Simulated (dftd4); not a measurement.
C$_{2}$HCl$_{3}$, triplet, at a GFN2-xTB geometry (a higher spin typed on purpose: for a closed-shell molecule this is an excited state); D4 for b97d run with dftd4 4.2.0.

Here is a job for dftd4.
```
$ dftd4 mol.xyz --func b97d --charge 0 --json dftd4.json --noedisp

# file mol.xyz
6

Cl     2.09141099     0.25449089     0.59949348
C      1.01747801    -0.42814838    -0.55146569
C     -0.38233112    -0.26504350    -0.44338425
Cl    -1.12195689     1.23301851    -0.87628124
Cl    -1.28150018    -1.18533211     0.70691994
H      1.49390213    -0.97786253    -1.34314731
```

Task: Predict the main parts of the log of this dftd4 run.

Result: 
```
                    ____  _____ _____     ____  _  _
      -------------|  _ \|  ___|_   _|---|  _ \| || |------------
     |             | | | | |_    | | ___ | | | | || |_           |
     |             | |_| |  _|   | ||___|| |_| |__   _|          |
     |             |____/|_|     |_|     |____/   |_|            |
     |             ===================================           |
     |            E. Caldeweyher, S. Ehlert & S. Grimme          |
     |          Mulliken Center for Theoretical Chemistry        |
     |                    University of Bonn                     |
      -----------------------------------------------------------

Rational (Becke-Johnson) damping: b97d-D4-ATM
---------------------
  s6         1.0000
  s8         1.6946
  s9         1.0000
  a1         0.2890
  a2         4.1341
 alp        16.0000
--------------------

Dispersion energy:      -3.0627837740579E-02 Eh

[Info] JSON dump of results written to 'dftd4.json'
```
